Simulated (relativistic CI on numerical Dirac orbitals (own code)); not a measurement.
How well does a small relativistic CI reproduce S⁴⁺?

Computed by Dirac-Coulomb-Breit CI, orbitals from a KLI potential per configuration, model QED (radiative potential, 1s self-energy scaled to tabulated hydrogen-like ionisation energies), valence Slater integrals scaled by 0.85, P86 correlation estimate, and configurations built on the next ion tied to the tabulated ionisation energy (semi-empirical) (own radial code, finite nucleus).

Configuration list (outside the closed core [Ne]): 3s², 3s3d, 3s4s, 3s4p, 3s3p, 3s4d, 3s5s, 3s4f, 3p², 3d², 3p3d, 3p4s, 3d4s, 3s5p, 3s5d, 4s², 3s5f, 3s5g. Levels of other configurations are missing.

```
Configuration  Term (tabulated)  J  Measured (cm⁻¹)  Computed  Error  Purity (%)
          3s²                1S  0              0.0         0      0          97
         3s3p               3P°  0          83024.0     82865   -159         100
         3s3p               3P°  1          83393.5     83225   -169         100
         3s3p               3P°  2          84155.2     83970   -185         100
         3s3p               1P°  1         127150.7    124641  -2509          96
          3p²                1D  2         193739.1    194303    564          76
          3p²                3P  0         199967.2    199150   -818          99
          3p²                3P  1         200370.6    199546   -824          99
          3p²                3P  2         201146.0    200310   -836          99
         3s3d                3D  1         234941.5    236305   1363         100
         3s3d                3D  2         234947.1    236304   1357         100
         3s3d                3D  3         234956.0    236306   1350         100
          3p²                1S  0         235350.0    232964  -2386          94
         3s3d                1D  2         270700.4    271817   1116          76
         3s4s                3S  1         311595.1    313212   1617         100
         3s4s                1S  0         320108.0    322963   2855         100
         3p3d               3F°  2         323132.6    323633    501          99
         3p3d               3F°  3         323547.3    324038    490          99
         3p3d               3F°  4         324080.1    324558    477          99
         3p3d               1D°  2         328454.3    328417    -38          99
         3p3d               3P°  2         345338.2    344504   -835          96
         3p3d               3P°  1         345712.8    344879   -833          96
         3p3d               3P°  0         345953.0    345126   -827          99
         3p3d               3D°  1         347841.1    346776  -1065          97
         3p3d               3D°  2         348010.2    346934  -1076          97
         3p3d               3D°  3         348131.5    347040  -1092         100
         3s4p               3P°  0         349122.2    350164   1042          99
         3s4p               3P°  1         349161.1    350254   1093          96
         3s4p               3P°  2         349478.3    350511   1033          99
         3s4p               1P°  1         349534.4    351068   1534          88
         3p3d               1F°  3         366862.0    368708   1846          87
         3s4d                3D  1         396025.5    397978   1953         100
         3s4d                3D  2         396039.5    397979   1940         100
         3s4d                3D  3         396060.6    397982   1922         100
         3s4d                1D  2         397605.2    400725   3120          99
         3s4f               3F°  2         410909.6    412778   1868          99
         3s4f               3F°  3         410912.1    412781   1869          99
         3s4f               3F°  4         410918.1    412786   1868          99
         3s4f               1F°  3         417984.9    420123   2138          88
         3p4s               3P°  0         420742.2    420365   -377          99
         3p4s               3P°  1         421056.8    420711   -345          98
         3p4s               3P°  2         421943.4    421558   -385          99
         3p4s               1P°  1         424526.0    426185   1659          84
         3s5p               3P°  2         445498.1    446866   1368         100
         3s5p               1P°  1         447925.9    451378   3452          88
         3s5d                3D  1         468048.2    468506    457         100
         3s5d                3D  2         468076.9    468507    430         100
         3s5d                3D  3         468132.1    468509    377         100
         3s5d                1D  2         470229.4    469064  -1165          98
         3s5f               3F°  2         473926.0    474769    843         100
         3s5f               3F°  3         473926.5    474769    843         100
         3s5f               3F°  4         473929.5    474770    841         100
         3s5g                1G  4         474476.8    475503   1027          98
         3s5g                3G  3         474507.3    475715   1207         100
         3s5g                3G  4         474515.6    475715   1199         100
         3s5g                3G  5         474521.7    475716   1194         100
         3s5f               1F°  3         475802.5    477551   1748          98
```

Measured levels from NIST levels in Podobedova, Kelleher and Wiese, J. Phys. Chem. Ref. Data 38, 171 (2009); Martin, Zalubas and Musgrove, J. Phys. Chem. Ref. Data 19, 821 (1990); pairs were made by configuration, J and term (by order where the table uses no LS term), so strongly mixed levels may be paired wrongly.

Mean error by configuration (cm⁻¹): 3s3p -755; 3p² -860; 3s3d 1297; 3s4s 2236; 3p3d -223; 3s4p 1175; 3s4d 2233; 3s4f 1936; 3p4s 138; 3s5p 2410; 3s5d 25; 3s5f 1069; 3s5g 1157. Over the excited levels the mean absolute error is 1205 cm⁻¹ (56 of the 69 excited levels that our extract of the source holds in range could be paired, and the others can miss by more), and the median relative error of those above 1,000 cm⁻¹ is 0.31 %.
